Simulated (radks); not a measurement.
Species: Be. Configuration: [He] 2s2. Method: scalar-relativistic Kohn-Sham, r2SCAN, spin-polarised, spherical densities, finite nucleus; meta-GGA in the generalised Kohn-Sham scheme; Fermi nuclear charge, rms radius 2.519 fm; computed with a radial shooting solver on a logarithmic mesh with Libxc functionals. Some entries of the table are withheld. Estimate them.

orbital,occ.,eigenvalue (Ry),<r^2> (bohr^2),r(max) (bohr)
1s,2,(1),0.2382,(2)
2s,2,(3),8.201,(4)
2p,0,-0.13123,(5),(6)

Answer. 
(1) 1s eigenvalue (Ry): -7.98460
(2) 1s r(max) (bohr): 0.2662
(3) 2s eigenvalue (Ry): -0.42237
(4) 2s r(max) (bohr): 2.054
(5) 2p <r^2> (bohr^2): 12.04
(6) 2p r(max) (bohr): 2.349
